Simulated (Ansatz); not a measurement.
BCl$_{2}$H$_{3}$Si, SMILES `[SiH3]B(Cl)Cl`. The species carries charge 0 and has multiplicity 1.

Cartesian coordinates in Å:
```
Si 0.019 -0.814 0.395
B 0.003 1.015 -0.462
Cl -1.063 1.322 -1.809
Cl 1.024 2.311 0.100
H -1.348 -1.120 0.896
H 0.378 -1.824 -0.638
H 0.987 -0.890 1.518
```

(1) List the harmonic frequencies (cm⁻¹, unscaled) at PBE0-D4/def2-TZVP in Ansatz. (An estimate is asked.)

## Answers

(1) Computed: 7i, 146, 239, 302, 412, 563, 595, 858, 917, 939, 941, 953, 2218, 2224, 2240.
